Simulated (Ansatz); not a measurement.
Be₃Se₂⁺, relaxed as a doublet with UKS PBE-D4/def2-SVP in Ansatz, starting from the GFN1-xTB geometry. Force threshold 0.02 eV/Å.

The structure comes from a short search, and lower isomers may exist.

Start:

```xyz
5

Be   -1.373    0.579    1.088
Be   -1.821   -0.450   -0.503
Be    2.577    0.798   -0.276
Se   -0.074   -1.385   -0.886
Se    0.691    0.458    0.578
```

**Question.** Estimate the energy that the relaxation releases and the steps that it takes.

**Answer.** 85.1 kcal/mol, in 20 steps; 33 s on 4 threads of Intel Xeon Platinum 8259CL on a shared host. No frequencies were taken in this run, so the end may be a saddle point.

**Question.** Does the start keep its bonding?

**Answer.** Bonds lost: Se4–Se5 (atoms count from 1). Bonds formed: Be3–Se4 (atoms count from 1). The end is the same structure that another start reached.

**Question.** Predict the relaxed structure.

**Answer.** 
```xyz
5

Be   -0.846    1.017    0.814
Be   -1.308   -0.538   -0.645
Be    0.977   -0.223   -0.074
Se    0.249   -1.010   -1.854
Se    0.928    0.754    1.759
```
Bond lengths (bridged metal pairs left out): 4 × Be–Se 2.03 to 2.08 Å; 1 × Be–Be 2.18 Å.
